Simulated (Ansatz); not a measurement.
Species: sum formula H4BN2O (charge 0, doublet). It need not be the lowest isomer of its formula. SMILES: [NH]B(N)O
Coordinates optimised at B3LYP-D3(BJ)/def2-TZVP (Ansatz, a quantum-chemistry and plane-wave program):
```xyz
8

N      1.3412    -0.6311     0.0398
B      0.0271     0.0041     0.0042
N     -1.1715    -0.7220     0.1589
O     -0.0551     1.3534    -0.2691
H      1.5759    -1.0922     0.9198
H     -2.0629    -0.3170    -0.0731
H     -1.2010    -1.7076     0.3466
H      0.8057     1.7413    -0.4526
```
Charge 0, spin multiplicity 2.

Computed values are from Ansatz. Cores are frozen in the correlated levels unless marked. Open shells are spin-unrestricted. Spin-orbit coupling is left out. Non-relativistic. CBS(X,Y): correlation extrapolated as X^-3; Hartree-Fock from the larger set.

The atomisation energy De is 3037.2 kJ/mol at CCSD(T)/CBS(aug-cc-pVTZ,aug-cc-pVQZ) and the total energy is -211.8222 Eh at CCSD(T)/CBS(aug-cc-pVTZ,aug-cc-pVQZ). The dipole moment comes out as 1.45 D at CCSD(T)/aug-cc-pVDZ and the T1 diagnostic is 0.014 at CCSD/aug-cc-pVQZ.
